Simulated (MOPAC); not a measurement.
Input file for MOPAC: AM1 on CH2S (SMILES C=S), 2S+1 = 3, a spin state set in the input, which need not be the lowest.

```
AM1 1SCF PRECISE CHARGE=0 UHF MS=1 THREADS=1
CH2S

C     -1.02307294 1     0.17326508 1     0.28816288 1
S      0.57839963 1    -0.09253805 1    -0.15456407 1
H     -1.56850336 1     1.00564459 1    -0.13742581 1
H     -1.54745314 1    -0.56462619 1     0.88147361 1
```

Program output:

```
*******************************************************************************
 **                                                                           **
 **                              MOPAC v23.2.5                                **
 **                                                                           **
 *******************************************************************************
 ** MOPAC's Digital Object Identifier: https://doi.org/10.5281/zenodo.6511958 **
 **                                                                           **
 ** Please cite the open-source release paper for use of this MOPAC version:  **
 ** J. E. Moussa and J. J. P. Stewart (2026)                                  **
 ** MOPAC: An open-source semiempirical molecular orbital program             **
 ** J. Open Source Softw., 11(119), 8025, https://doi.org/10.21105/joss.08025 **
 *******************************************************************************

                              AM1 CALCULATION RESULTS

 *******************************************************************************
 *  AM1        - The AM1 Hamiltonian to be used
 *  UHF        - UNRESTRICTED HARTREE-FOCK CALCULATION
 *
 *
 *
 *                 CHARGE ON SYSTEM = 0
 *
 *
 *
 *  MS=        - IN MECI, MAGNETIC COMPONENT OF SPIN =  1.0
 *  PRECISE    - TIGHTER CRITERIA TO BE USED
 *  1SCF       - DO 1 SCF AND THEN STOP
 *  THREADS=1  - MULTI-THREADING NOT USED
 *  T=         - A TIME OF 172800.0 SECONDS REQUESTED
 *  DUMP=N     - RESTART FILE WRITTEN EVERY 7200.0 SECONDS REQUESTED
 *******************************************************************************
AM1 1SCF PRECISE CHARGE=0 UHF MS=1 THREADS=1
 CH2S

   ATOM   CHEMICAL          X               Y               Z
  NUMBER   SYMBOL      (ANGSTROMS)     (ANGSTROMS)     (ANGSTROMS)

     1       C         -1.02307294  *   0.17326508  *   0.28816288  *
     2       S          0.57839963  *  -0.09253805  *  -0.15456407  *
     3       H         -1.56850336  *   1.00564459  *  -0.13742581  *
     4       H         -1.54745314  *  -0.56462619  *   0.88147361  *



          CARTESIAN COORDINATES

    NO.       ATOM           X           Y           Z

     1         C         -1.0231      0.1733      0.2882
     2         S          0.5784     -0.0925     -0.1546
     3         H         -1.5685      1.0056     -0.1374
     4         H         -1.5475     -0.5646      0.8815

  H: (AM1): M.J.S. DEWAR ET AL, J. AM. CHEM. SOC. 107 3902-3909 (1985)
  C: (AM1): M.J.S. DEWAR ET AL, J. AM. CHEM. SOC. 107 3902-3909 (1985)
  S: (AM1): M.J.S. DEWAR, Y-C YUAN, INORGANIC CHEMISTRY, 29, 3881:3890,  (1990)

           Empirical Formula: C H2 S  =     4 atoms



      MOLECULAR POINT GROUP   :   C2v


          UHF CALCULATION, NO. OF ALPHA ELECTRONS =    7
                           NO. OF BETA  ELECTRONS =    5

 -------------------------------------------------------------------------------
 AM1 1SCF PRECISE CHARGE=0 UHF MS=1 THREADS=1
 CH2S



     1SCF WAS SPECIFIED, SO BFGS WAS NOT USED
     SCF FIELD WAS ACHIEVED


                              AM1 CALCULATION
                                                       MOPAC v23.2.5 Linux




          FINAL HEAT OF FORMATION =         49.16605 KCAL/MOL =     205.71075 KJ/MOL


          COSMO AREA              =         78.82 SQUARE ANGSTROMS
          COSMO VOLUME            =         61.73 CUBIC ANGSTROMS

          IONIZATION POTENTIAL    =          8.656504 EV
          ALPHA SOMO LUMO (EV)    =         -8.657  0.804
          BETA  SOMO LUMO (EV)    =         -9.711 -1.861
          NO. OF ALPHA ELECTRONS  =          7
          NO. OF BETA  ELECTRONS  =          5
          MOLECULAR WEIGHT        =         46.0868         POINT GROUP:  C2v

          MOLECULAR DIMENSIONS (Angstroms)

            Atom       Atom       Distance
            H     4    S     2     2.41153
            S     2    H     3     1.72523
            S     2    C     1     0.05499


          SCF CALCULATIONS        =          1





   ATOM   CHEMICAL          X               Y               Z
  NUMBER   SYMBOL      (ANGSTROMS)     (ANGSTROMS)     (ANGSTROMS)

     1       C         -1.02307294  *   0.17326508  *   0.28816288  *
     2       S          0.57839963  *  -0.09253805  *  -0.15456407  *
     3       H         -1.56850336  *   1.00564459  *  -0.13742581  *
     4       H         -1.54745314  *  -0.56462619  *   0.88147361  *

                             CARTESIAN COORDINATES

   1    C       -1.023072940     0.173265080     0.288162880
   2    S        0.578399630    -0.092538050    -0.154564070
   3    H       -1.568503360     1.005644590    -0.137425810
   4    H       -1.547453140    -0.564626190     0.881473610


           Empirical Formula: C H2 S  =     4 atoms



      MOLECULAR POINT GROUP   :   C2v


          ALPHA EIGENVALUES
 -28.94236 -17.81908 -15.48157 -13.40401 -12.24260 -11.33688  -8.65650   0.80370
   4.44674   4.52615


           BETA EIGENVALUES
 -27.53728 -15.87637 -14.44971 -11.85299  -9.71056  -1.86129   0.85503   2.33481
   4.84945   5.02267


              NET ATOMIC CHARGES AND DIPOLE CONTRIBUTIONS

  ATOM NO.   TYPE          CHARGE      No. of ELECS.   s-Pop       p-Pop
    1          C          -0.565833        4.5658     1.29000     3.27584
    2          S           0.240008        5.7600     1.90264     3.85735
    3          H           0.162913        0.8371     0.83709
    4          H           0.162913        0.8371     0.83709
 DIPOLE           X         Y         Z       TOTAL
 POINT-CHG.     1.009    -0.232    -0.379     1.103
 HYBRID        -1.272     0.153     0.262     1.308
 SUM           -0.263    -0.079    -0.117     0.298


          ATOMIC ORBITAL ELECTRON POPULATIONS

     Atom    s        px        py        pz
    1  C   1.29000   1.01291   1.09751   1.16542
    2  S   1.90264   1.10258   1.25302   1.50175
    3  H   0.83709
    4  H   0.83709


                    (SZ)    =    1.000000
                    (S**2)  =    2.007695


          ATOMIC ORBITAL SPIN POPULATIONS

    Atom   Total    s     px     py     pz
         Atomic
    1  C  0.7941  0.035  0.025  0.236  0.498
    2  S  1.2102  0.024  0.036  0.718  0.432
    3  H -0.0022 -0.002
    4  H -0.0022 -0.002

 **********************
 *                    *
 * JOB ENDED NORMALLY *
 *                    *
 **********************




 == MOPAC DONE ==
```

The run finished.

Cost: about 0.04 core-seconds (a rough figure).
